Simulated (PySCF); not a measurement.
NMR data simulated for an unnamed compound:

1H NMR (400 MHz, computed): δ 7.72 (m, 1H), 7.33 (m, 1H), 7.24 (m, 1H), 6.87 (m, 1H), 6.55 (m, 1H), 4.88 (d, 2H), 4.29 (d, 3H).

13C{1H} NMR (computed): δ 158.3 (CH), 157.4 (CH), 153.0 (CH), 152.9 (C), 130.3 (CH), 115.6 (CH).

No relativistic terms, no solvent model, a single conformation, equivalent nuclei averaged. Shieldings: GIAO PBE0/pcSseg-1; structure optimised with PBE0-D3(BJ)/def2-SVP; PySCF 2.14.0 with density-fitted response routines.

Shifts are taken against calculated references (same method and geometry level): TMS for 1H and 13C.

Which of these does the molecule contain: a CF3 group, a Si–H bond, a non-aromatic C=C double bond, a heteroaromatic ring, a methoxy group, a tert-butyl group?

## Answers


- A CF3 group: no.
- A Si–H bond: yes (δH 4.29 (d)).
- A non-aromatic C=C double bond: yes.
- A heteroaromatic ring: yes.
- A methoxy group: no.
- A tert-butyl group: no.

The data belong to `[SiH3]/C=C/[SiH2]c1ccco1`, C6H10OSi2; they needn't prove each group on their own.

Carbon signals by region: 6 in the sp2 and nitrile region (100–160 ppm).

Shifts are as computed. Against solution values, carbons near 30 ppm lie about +2 ppm off and those near 130 ppm about +5 ppm. Of 1211 compounds with measured shifts, 218 miss one by over three times the rms of a fit or turn the order of signals round; such compounds aren't used in these exercises. Multiplicities follow the n + 1 count of equivalent neighbours, as no J values were calculated; m marks all less simple cases, F and P coupling included.
